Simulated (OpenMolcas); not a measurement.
## S I: thermal populations, Slater's ratio, the spin-orbit constant, worked from levels

* Program: OpenMolcas 26.06
* Basis: ANO-R3 [6s5p4d3f1g]
* Scalar Hamiltonian: X2C, finite nucleus
* Active space: 4 electrons in 3 orbitals (3p)
* State averaging: 2S+1 = 3 even, 3 roots; 2S+1 = 1 even, 6 roots
* Spin-orbit coupling: RASSI with atomic mean-field integrals over the reference wave functions, term energies averaged over their components

Methods: CASSCF; SS-CASPT2, IPEA 0.25 Eh, imaginary shift 0.1 Eh (closed shells correlated: 2s 2p 3s). Measured levels: NIST Handbook of Basic Atomic Spectroscopic Data.

**Thermal populations.** Z = Σ (2J + 1) exp(-E/kT) with k = 0.695035 cm-1/K, over the levels below. No other level of either list lies under 52600 cm-1, which is above 7 kT at each temperature.

```tsv
Level	2J + 1	SS-CASPT2	measured
3s2 3p4 3P2	5	0.0	0.0
3s2 3p4 3P1	3	371	396
3s2 3p4 3P0	1	541	574
3s2 3p4 1D2	5	9230	9239
3s2 3p4 1S0	1	23050	22180
```

| T (K) | Z, SS-CASPT2 | Z, measured levels | Ground level (%), SS-CASPT2 | Ground level (%), measured levels |
| --- | --- | --- | --- | --- |
| 3000 | 8.342 | 8.300 | 59.9 | 60.2 |
| 5000 | 8.905 | 8.877 | 56.2 | 56.3 |
| 8000 | 9.680 | 9.663 | 51.7 | 51.7 |

At 8000 K, kT = 5560 cm-1, and the computed levels give Z = 5.000 + 2.806 + 0.907 + 0.951 + 0.016 = 9.680.

**Slater's ratio.** With one set of orbitals, p4 has 1D - 3P = 6 F2 and 1S - 1D = 9 F2 (F2 = F²/25), a ratio of 3/2. Term energies are centres of gravity, weighted by 2J + 1.

```tsv
Source	1D - 3P	1S - 3P	F2 from the first	Ratio
CASSCF	11544	28699	1924	1.486
SS-CASPT2	9044	22863	1507	1.528
measured	9043	21984	1507	1.431
```

Energies in cm-1. A ratio away from 3/2 shows effects beyond one configuration with one set of orbitals, and in heavier atoms second-order spin-orbit shifts.

**The spin-orbit constant.** For the Hund term 3P of p4, E(J) = (A/2) J(J+1) + constant and ζ = -2S·A = -2A. From J = 0 to J = 2 the energy changes by 3 A.

| Source | E(2) - E(0) | A | ζ |
| --- | --- | --- | --- |
| CASSCF | -541.6 | -180.5 | 361 |
| SS-CASPT2 | -540.7 | -180.2 | 360 |
| measured | -573.6 | -191.2 | 382 |

All in cm-1. SS-CASPT2 is off by -5.7 % and CASSCF by -5.6 %. Both methods take the spin-orbit matrix elements from the reference wave functions, so the second can move ζ only through the term energies and any multistate remixing. Second-order mixing with other terms is absorbed into this ζ.

CASPT2 breaks the degeneracy within a term, and the mean is taken; among the terms shown or strongly mixed into the levels shown the widest spread is 200 cm-1 (3s2 3p4 1D, SS-CASPT2). With the s shell closed, the reference lacks s² → p² mixing. Without dynamic correlation excited terms often stand tens of per cent too high (terms of higher spin than the ground term too low), and those without a measured partner can miss by more than the paired ones (holds for CASSCF). Measured partners are found by configuration, term and J. A level has none where our copy of the source lacks it or the pairing is in doubt (some pairs that miss far off the trend of their configuration count as doubtful), and it then counts in no deviation. Levels of configurations outside the active space are missing.
